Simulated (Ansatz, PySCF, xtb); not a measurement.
The same groups moved round the core (thiophene hydroxy+boryl). All species are isolated molecules in the gas phase. One relaxed conformer stands for each flexible species; it need not be the lowest. Strings in code marks are SMILES.

Quantity: electronic energy of isomers of C4H5BOS relative to `Bc1sccc1O`, in kJ/mol. The restricted reference of `Bc1ccc(O)s1`, `Bc1csc(O)c1` and `Bc1sccc1O` is unstable towards unrestricted orbitals.

Level 1: frozen-core CCSD(T)/cc-pVTZ // PBE0-D3(BJ)/def2-SVP (Ansatz, an electronic-structure program)
Level 2: PBE-D3(BJ)/def2-TZVP // PBE0-D3(BJ)/def2-SVP (PySCF)
Level 3: B3LYP/LANL2DZ // PBE0-D3(BJ)/def2-SVP (PySCF)
Level 4: GFN2-xTB (xtb)

```csv
species,level 1,level 2,level 3,level 4
`Bc1ccc(O)s1`,7.03,3.21,1.12,-1.53
`Bc1cscc1O`,18.91,23.46,17.80,11.81
`Bc1ccsc1O`,24.88,27.85,21.99,8.93
`Bc1csc(O)c1`,34.61,37.22,29.90,15.27
```
